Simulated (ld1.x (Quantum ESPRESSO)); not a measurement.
Reading a pseudo-wave (Te)

Columns: radius, all-electron u(r) and pseudo u(r) of the 5s shell (level -23.38 eV) of tellurium in the configuration [Kr] 4d10 5s2 5p3; revPBE, scalar-relativistic, ultrasoft scheme, ld1.x (Quantum ESPRESSO) 7.5.

```csv
r (bohr),all-electron,pseudo
0.115,-0.0978,0.0573
0.230,0.2674,0.1156
0.345,0.0699,0.1755
0.460,-0.2539,0.2377
0.575,-0.4057,0.3022
0.690,-0.3638,0.3687
0.805,-0.1996,0.4365
0.920,0.0135,0.5041
1.035,0.2263,0.5700
1.150,0.4125,0.6322
1.265,0.5618,0.6885
1.380,0.6723,0.7366
1.495,0.7474,0.7745
1.610,0.7920,0.8004
1.725,0.8116,0.8130
1.840,0.8114,0.8114
1.955,0.7956,0.7956
2.070,0.7683,0.7683
2.185,0.7328,0.7328
2.300,0.6916,0.6916
2.415,0.6471,0.6471
2.530,0.6009,0.6009
2.645,0.5544,0.5544
2.760,0.5086,0.5086
2.875,0.4643,0.4643
2.990,0.4220,0.4220
```

Q: How many radial nodes do the two functions have?

A: The all-electron 5s function has n − l − 1 = 4 (the table is too coarse to show those close to the nucleus); the pseudo-wave has 0, since the states of the same l below it are removed with the core.

Q: At about which radius was the pseudo-wave matched?

A: 1.85 bohr, where the columns begin to agree (steps of 0.12 bohr).

Q: Where does each function peak?

A: Outermost all-electron maximum near 1.73 bohr, pseudo maximum near 1.73 bohr (to the table’s step).

Q: Is the pseudo-wave norm-conserving?

A: No, it belongs to an ultrasoft set: the norm inside the radius is not constrained, and the difference is carried by the augmentation charge.
